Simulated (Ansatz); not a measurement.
A CCSD(T) single point on `CO[SiH](F)O[SiH3]`.

```yaml
crystal:
  periodic: [false, false, false]
  atoms:
    - {symbol: C, position_ang: [-0.661366, 2.114377, 0.970438]}
    - {symbol: O, position_ang: [-0.136484, 0.863478, 0.578333]}
    - {symbol: Si, position_ang: [0.198172, 0.413939, -0.942637]}
    - {symbol: F, position_ang: [-1.108981, 0.570288, -1.837297]}
    - {symbol: O, position_ang: [0.651025, -1.128690, -0.915106]}
    - {symbol: Si, position_ang: [0.568261, -2.535756, -0.069763]}
    - {symbol: H, position_ang: [-0.033253, 2.940173, 0.619503]}
    - {symbol: H, position_ang: [-0.691615, 2.141651, 2.060191]}
    - {symbol: H, position_ang: [-1.675651, 2.253252, 0.585434]}
    - {symbol: H, position_ang: [1.238918, 1.246701, -1.566966]}
    - {symbol: H, position_ang: [-0.822613, -2.783396, 0.385823]}
    - {symbol: H, position_ang: [1.002225, -3.627339, -0.973711]}
    - {symbol: H, position_ang: [1.471362, -2.468688, 1.105757]}
basis:
  gaussian: {orbitals: def2-TZVPP}
correlation: {method: ccsd_t}
```

```sh
$ ansatz run in.yaml --threads 2 --pin off --events-out ev --progress --plain --max-ram 22528MiB --backend cuda --devices 0, --max-vram 18GiB
```

The program prints (abridged):

```
Functional definition: HF
1815 factors; integrals over basis functions are off by at most 1.1e-3 eV
mean field evaluation 1: about -23650.8287 eV, gradient 5.1e1 eV
mean field evaluation 2: about -23651.1825 eV, gradient 5.2e1 eV
mean field evaluation 4: about -23656.1242 eV, gradient 4.1e0 eV
mean field evaluation 8: about -23656.1967 eV, gradient 3.1e-1 eV
mean field -23656.19693746 eV, -869.3492027054 hartree, gradient 3.3e-6 eV, S^2 0.000000; 0 other end points of the search recorded, 0 dependent functions left out
14 core orbitals not correlated: weight in the atoms' cores, before any rotation towards them, 1.000 or more for the frozen orbitals, at most 0.000 for the correlated occupied ones
reference -23656.19693746 eV, -869.3492027054 hartree; 19, 19 occupied and 273, 273 virtual orbitals, 1815 factors
second order -30.76734162 eV of doubles, -0.00000000 eV of singles
cycle   1  -31.09356663 eV  change   -3.3e-1 eV  update   1.2e-1
cycle   2  -31.82703092 eV  change   -7.3e-1 eV  update   3.3e-2
cycle   3  -31.99172433 eV  change   -1.6e-1 eV  update   1.6e-2
cycle   4  -31.97203554 eV  change    2.0e-2 eV  update   3.2e-3
cycle   5  -31.97127192 eV  change    7.6e-4 eV  update   1.4e-3
cycle   6  -31.97223395 eV  change   -9.6e-4 eV  update   3.8e-4
cycle   7  -31.97199346 eV  change    2.4e-4 eV  update   1.4e-4
cycle   8  -31.97191532 eV  change    7.8e-5 eV  update   3.8e-5
cycle   9  -31.97192794 eV  change   -1.3e-5 eV  update   1.4e-5
perturbative correction -1.05151297 eV, -0.0386423889 hartree
Total energy: -23689.22037836 eV, -870.5627917746 hartree
```

Hardware: 2 threads of an AMD EPYC 7R13 on a shared host and a share of an NVIDIA H100 80 GB. Wall time 6 s, peak host memory 0.86 GiB.

The correlation energy is -33.023 eV, 3.2 % of it from (T); the T1 diagnostic reads 0.0115.
